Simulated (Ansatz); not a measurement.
Computed with Ansatz on PBE0-D4/def2-TZVP structures; ΔE is electronic, products minus reactants. CBS: MP2 limit from def2 TZ/QZ plus the TZ coupled-cluster correction, frozen cores. Functionals use def2-TZVPP. One conformer a species, not always the lowest.

`BC([SiH3])C#C` + `OC(S)S` → `OC(S)S[SiH3]` + `BCC#C`  (ligand exchange at the Si–C bond)

```
        species  PBE-D4 energy (Eh)
`BC([SiH3])C#C`          -432.48124
       `OC(S)S`          -911.71711
 `OC(S)S[SiH3]`         -1202.29007
        `BCC#C`          -141.92373
```

(1) Work out ΔE.

Largest T1 diagnostic among the species: 0.013.

Results:

(1) ΔE = (-1202.29007) + (-141.92373) − (-432.48124) − (-911.71711) = -0.01545 Eh = -40.6 kJ/mol. CCSD(T)/CBS gives -43.6 kJ/mol.

In def2-TZVPP, CCSD(T) changes the Hartree–Fock value by +14.2 kJ/mol (the triples alone add +1.7 kJ/mol) and MP2 by +13.7 kJ/mol.
